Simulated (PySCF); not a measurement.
## Electron correlation in B+ (boron, charge +1)

[He] 2p2, high-spin 3P determinant (an excited configuration). Calculation: PySCF 2.14, in x2c-TZVPPall (5s3p2d1f, 31 functions); scalar relativity by spin-free X2C-1e. Frozen: nothing; 4 electrons correlated.

| level | correlation energy (mhartree) |
| --- | --- |
| CCSD | -26.47 |
| (T) | -0.03 |
| CCSD(T) | -26.50 |
| CCSDT | -26.49 |

Diagnostics: T1 = 0.00080, D1 = 0.0013, largest double amplitude 0.037.

Cost of the coupled-cluster step: of the order of 0.28 core-seconds, for 4 correlated electrons.

Iterations:

```
CC2 = 0
CCSD nocc = (np.int64(3), np.int64(1)), nmo = (31, 31)
frozen orbitals [[], []]
max_cycle = 100
direct = 0
conv_tol = 1e-08
conv_tol_normt = 1e-06
diis_space = 8
diis_start_cycle = 0
Init t2, MP2 energy = -0.0225147848426362
Init E_corr(UCCSD) = -0.0225147848426778
cycle = 1  E_corr(UCCSD) = -0.0256366858497472  dE = -0.00312190101  norm(t1,t2) = 0.0144896
cycle = 2  E_corr(UCCSD) = -0.0262520616487661  dE = -0.000615375799  norm(t1,t2) = 0.0043961
cycle = 3  E_corr(UCCSD) = -0.0264743731644468  dE = -0.000222311516  norm(t1,t2) = 0.00144756
cycle = 4  E_corr(UCCSD) = -0.0264643085744665  dE = 1.006459e-05  norm(t1,t2) = 0.000155522
cycle = 5  E_corr(UCCSD) = -0.0264663876965276  dE = -2.07912206e-06  norm(t1,t2) = 1.208e-05
cycle = 6  E_corr(UCCSD) = -0.026466312045688  dE = 7.56508396e-08  norm(t1,t2) = 5.4261e-07
cycle = 7  E_corr(UCCSD) = -0.0264663133826435  dE = -1.33695549e-09  norm(t1,t2) = 1.91623e-07
UCCSD converged
E(UCCSD) = -23.86750976927151  E_corr = -0.02646631338264349
UCCSD(T) correction = -2.58444500518293e-05
```

This basis was not built for core-valence correlation, so the inner-shell part is incomplete.
